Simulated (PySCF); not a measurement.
C3H4F2Si, SMILES FC(F)C#C[SiH3]. Atoms are numbered in the order given.

```xyz
10

F      2.3526     0.8130    -0.4902
C      1.6702    -0.3693    -0.4064
F      2.2015    -1.0959     0.6233
C      0.2411    -0.1222    -0.1768
C     -0.9657     0.0588    -0.0304
Si    -2.7677     0.3440     0.2142
H      1.8387    -0.9350    -1.3534
H     -3.5226    -0.2443    -0.9427
H     -3.0271     1.8207     0.2898
H     -3.2021    -0.3159     1.4906
```

Coordinates come from a PBE-D3(BJ)/def2-SVP optimisation. The structure was generated by enumeration, and PubChem lists no compound with its InChIKey, so it may never have been made.

Two levels are set side by side: PBE/pcSseg-1 (PySCF) and HF/pcSseg-1 (PySCF). GIAO shifts against CFCl3 (¹⁹F), TMS (²⁹Si), TMS (¹H), TMS (¹³C) at the same level; non-relativistic, no solvent, atoms listed together averaged. Differences are taken from unrounded values.

```csv
quantity,HF
"δ(¹⁹F) of F1, F3 (ppm)",-95.0
δ(¹³C) of C2 (ppm),97.2
δ(¹³C) of C4 (ppm),107.8
δ(¹³C) of C5 (ppm),97.2
δ(²⁹Si) of Si6 (ppm),-83.5
δ(¹H) of H7 (ppm),6.32
"δ(¹H) of H8, H9, H10 (ppm)",4.52
```

What does PBE give, and how far is it from HF? (An estimate is asked for; the answer gives what the named calculation found.)


```csv
quantity,PBE,PBE minus HF
"δ(¹⁹F) of F1, F3 (ppm)",-138.4,-43.4
δ(¹³C) of C2 (ppm),116.5,19.2
δ(¹³C) of C4 (ppm),109.8,1.9
δ(¹³C) of C5 (ppm),90.8,-6.4
δ(²⁹Si) of Si6 (ppm),-97.3,-13.7
δ(¹H) of H7 (ppm),7.03,0.70
"δ(¹H) of H8, H9, H10 (ppm)",4.79,0.27
```

Rough cost on one machine, each run with all the roots and properties that it gave: HF against PBE within a factor of 2.
